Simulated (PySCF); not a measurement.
Computed shifts of a molecule C2H5ClO2Si, B3LYP/pcSseg-1 in PySCF, GIAO, gas phase, atoms alike by connectivity averaged where their shifts nearly agree, in ppm (number of nuclei): ²⁹Si: -16.3 (1). ¹³C: 178.6 (1), 24.7 (1). ¹H: 5.86 (1), 5.24 (1), 2.38 (3). References: ²⁹Si against TMS (σ = 338.7 ppm); ³⁵Cl against HCl (σ = 933.3 ppm); ¹⁷O against H2O (σ = 333.8 ppm); ¹³C against TMS (σ = 181.3 ppm); ¹H against TMS (σ = 31.68 ppm), references at their B3LYP-D3(BJ)/def2-TZVP geometries, non-relativistic (without spin–orbit terms, shifts of atoms bonded to Cl or Br come out too high). The structure is a stationary point at PBE0-D3(BJ)/def2-SVP. The values are those of a single conformer.

**Question.** Which molecule gave these data?
A) CC(=O)O[SiH2]Cl
B) CO[Si@@H](Cl)C=O
C) O=C[Si@@H](Cl)CO
D) O=CC[Si@@H](O)Cl

**Answer.** A, CC(=O)O[SiH2]Cl
